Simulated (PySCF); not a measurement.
Several orderings of computed values.

All species are isolated and taken at one optimised geometry, non-relativistic unless stated. Electronic properties by PySCF.

Dipoles, sizes and rotational constants follow the conformer. The torsions of the flexible species, by atom-mapped SMILES:
- `[O:1]=[S:2](=[O:3])(/[CH:4]=[CH:5]\[F:6])[C:7]([F:8])([F:9])[F:10]`: O1–S2–C4–C5 -170°, O1–S2–C7–F8 -175°
- `[CH2:1]=[CH:2][PH2+:3][c:4]1[cH:5][cH:6][cH:7][cH:8][cH:9]1`: C1–C2–P3–C4 124°, C2–P3–C4–C5 -40°
- `[CH2:1]=[CH:2][CH2:3][P:4]([CH3:5])[CH2:6][CH2:7][C:8]#[N:9]`: C1–C2–C3–P4 -112°, C2–C3–P4–C5 174°, C3–P4–C6–C7 -179°, P4–C6–C7–C8 -179°
- `[CH2:1]=[C:2](/[CH:3]=[CH:4]/[C:5]([F:6])([F:7])[F:8])[C:9]([F:10])([F:11])[F:12]`: C1–C2–C3–C4 180°, C3–C4–C5–F6 0°, C1–C2–C9–F10 120°
- `[CH3:1][CH2:2][c:3]1[cH:4][n:5]([CH2:6][CH3:7])[cH:8][p:9]1`: C1–C2–C3–C4 -92°, C4–N5–C6–C7 88°
- `[SiH3:1][O:2][c:3]1[cH:4][cH:5][cH:6][cH:7][c:8]1[O:9][SiH3:10]`: Si1–O2–C3–C4 180°, C7–C8–O9–Si10 0°
- `[CH3:1][CH2:2][P:3]([CH2:4][CH2:5][C:6]#[N:7])[C:8]([F:9])([F:10])[F:11]`: C1–C2–P3–C4 -177°, C2–P3–C4–C5 178°, P3–C4–C5–C6 171°, C2–P3–C8–F9 73°
- `[CH2:1]=[CH:2][CH2:3][C@@H:4]1[CH2:5][SiH2:6][C@H:7]1[CH3:8]`: C1–C2–C3–C4 -117°, C2–C3–C4–C5 180°

Question: Rank by smallest rotational constant, lowest first (GFN2-xTB).
A. `C=CCP(C)CCC#N`
B. `C=C[PH2+]c1ccccc1`
C. `CCc1cn(CC)cp1`
D. `C=C(/C=C/C(F)(F)F)C(F)(F)F`
E. `O=S(=O)(/C=C\F)C(F)(F)F`

Answer: D (0.419 GHz), A (0.579 GHz), B (0.671 GHz), C (0.735 GHz), E (0.894 GHz).

Q: By how much do the two ends of that ranking differ?

A: By 0.475 GHz, between `O=S(=O)(/C=C\F)C(F)(F)F` and `C=C(/C=C/C(F)(F)F)C(F)(F)F`.

Question: Rank by HOMO–LUMO gap, lowest first (PBE0/pcSseg-1 at GFN2-xTB geometries).
A. `C=CCP(C)CCC#N`
B. `CCC1=CN(CC)C=P1`
C. `C=C(/C=C/C(F)(F)F)C(F)(F)F`
D. `CCP(CCC#N)C(F)(F)F`
E. `O=S(=O)(/C=C\F)C(F)(F)F`
F. `[SiH3]Oc1ccccc1O[SiH3]`
G. `C=CC[C@@H]1C[SiH2][C@H]1C`

Answer: C (5.96 eV), B (6.13 eV), F (6.24 eV), A (7.02 eV), E (7.40 eV), G (7.57 eV), D (7.84 eV).

Q: Give the two extremes of that set in kcal/mol.

A: `C=C(/C=C/C(F)(F)F)C(F)(F)F`: 137 kcal/mol; `CCP(CCC#N)C(F)(F)F`: 181 kcal/mol.

Question: Rank by dipole moment, lowest first (PBE0/pcSseg-1 at GFN2-xTB geometries).
A. `N#CCCP(CC=C)C`
B. `CCc1cn(CC)cp1`
C. `O=S(=O)(/C=C\F)C(F)(F)F`
D. `C=C(/C=C/C(F)(F)F)C(F)(F)F`
E. `[SiH3]Oc1ccccc1O[SiH3]`
F. `C=CC[C@@H]1C[SiH2][C@H]1C`

Answer: F (0.18 D), E (2.06 D), D (3.08 D), B (3.81 D), A (4.00 D), C (4.57 D).

Q: By how much do the two ends of that ranking differ?

A: By 4.39 D, between `O=S(=O)(/C=C\F)C(F)(F)F` and `C=CC[C@@H]1C[SiH2][C@H]1C`.

Question: Rank by HOMO energy, highest first (PBE0/pcSseg-1 at GFN2-xTB geometries).
A. `[SiH3]Oc1ccccc1O[SiH3]`
B. `C=C(/C=C/C(F)(F)F)C(F)(F)F`
C. `C=C[PH2+]c1ccccc1`
D. `C=CCP(C)CCC#N`
E. `CCc1cn(CC)cp1`

Answer: E (-6.17 eV), A (-6.41 eV), D (-7.06 eV), B (-8.14 eV), C (-11.60 eV).
